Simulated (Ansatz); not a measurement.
Cost and result for the atomization energy of `O=C/C=C(\O)c1ccccc1` (19 atoms, 19 bonds).

Cartesian coordinates in Å:
```
O -2.781 2.818 -0.588
C -1.593 3.096 -0.364
C -0.579 2.126 -0.152
C -0.910 0.790 -0.192
O -2.149 0.430 -0.423
C 0.034 -0.315 0.011
C -0.436 -1.628 -0.038
C 0.431 -2.690 0.150
C 1.777 -2.456 0.390
C 2.253 -1.153 0.440
C 1.389 -0.090 0.252
H -1.298 4.157 -0.326
H 0.431 2.452 0.038
H -2.671 1.299 -0.539
H -1.487 -1.801 -0.226
H 0.054 -3.705 0.110
H 2.456 -3.287 0.538
H 3.304 -0.965 0.627
H 1.777 0.920 0.293
```

The species carries charge 0 and has multiplicity 1. The geometry is a stationary point of PBE0-D4/def2-TZVP. It is one conformer, not always the lowest. Program: Ansatz. All runs use 4 threads of an AMD EPYC 7R13 on a shared host and a share of an NVIDIA H100 80 GB. Times are those of one run each, without the atoms' runs, and a repeat can differ threefold. Electronic energies, without spin–orbit coupling; frozen cores. CCSD(T)/CBS adds CCSD(T) − MP2 in def2-TZVPP to the MP2 limit, and its time is that of the two runs behind it. T1 = 0.016; the RHF reference is unstable towards UHF. B3LYP takes the VWN-RPA correlation (the form of Gaussian; ORCA's B3LYP/G). HSE06 is the plane-wave form, built on full-range PBE exchange.

CCSD(T)/CBS is a level of theory with its own doubt, some kJ/mol a heavy atom from the limit and from the frozen cores, so smaller differences don't rank the functionals.

| level | functions | wall time | atomization (kJ/mol) | difference from CCSD(T)/CBS | per bond |
| --- | --- | --- | --- | --- | --- |
| PBE0-D4/def2-TZVPP | 453 | 3.1 s | 9342.6 | 192.4 | 10.1 |
| r2SCANh-D4/def2-TZVPP | 453 | 3.2 s | 9199.5 | 49.3 | 2.6 |
| HSE06-D4/def2-TZVPP | 453 | 3.4 s | 9351.7 | 201.5 | 10.6 |
| B97M-V/def2-TZVPP | 453 | 4.3 s | 9232.1 | 81.9 | 4.3 |
| revPBE-D4/def2-TZVPP | 453 | 5.5 s | 9323.8 | 173.6 | 9.1 |
| B3LYP-D4/def2-TZVPP (with forces) | 453 | 5.5 s | 9205.1 | 54.9 | 2.9 |
| PBE-D4/def2-TZVPP (with forces) | 453 | 6 s | 9589.4 | 439.2 | 23.1 |
| r2SCAN-D4/def2-TZVPP (with forces) | 453 | 6 s | 9278.1 | 127.9 | 6.7 |
| MP2/def2-QZVPP | 867 | 9 s | 9362.0 | 211.8 | 11.1 |
| CCSD(T)/def2-SVP | 194 | 9.5 s | 8818.2 | -332.0 | -17.5 |
| B2PLYP/def2-TZVPP | 453 | 10 s | 9119.4 | -30.8 | -1.6 |
| CCSD(T)/def2-TZVPP | 453 | 62 s | 8923.2 | -227.0 | -11.9 |
| CCSD(T)/CBS(def2) | – | 71 s | 9150.2 | 0.0 | 0.0 |

At CCSD(T), def2-SVP lies −332.0 kJ/mol from the extrapolated value and def2-TZVPP −227.0 kJ/mol: correlation converges slowly with the basis, and small sets miss more of it in the bonded molecule than in its fragments. The D4 term adds +87.4 kJ/mol with B3LYP and +46.6 kJ/mol with PBE0; it sums over pairs of atoms, weighted by their polarisabilities, and B3LYP, whose exchange is more repulsive, gets the larger term. Leaving LDA and LC-ωPBE aside and taking each functional with its dispersion term where it has one, the values, not all of them listed here, spread over 743.5 kJ/mol, from BHLYP-D4 to PBE-D4. LDA lies +1235.2 kJ/mol from PBE without D4, its usual overbinding.
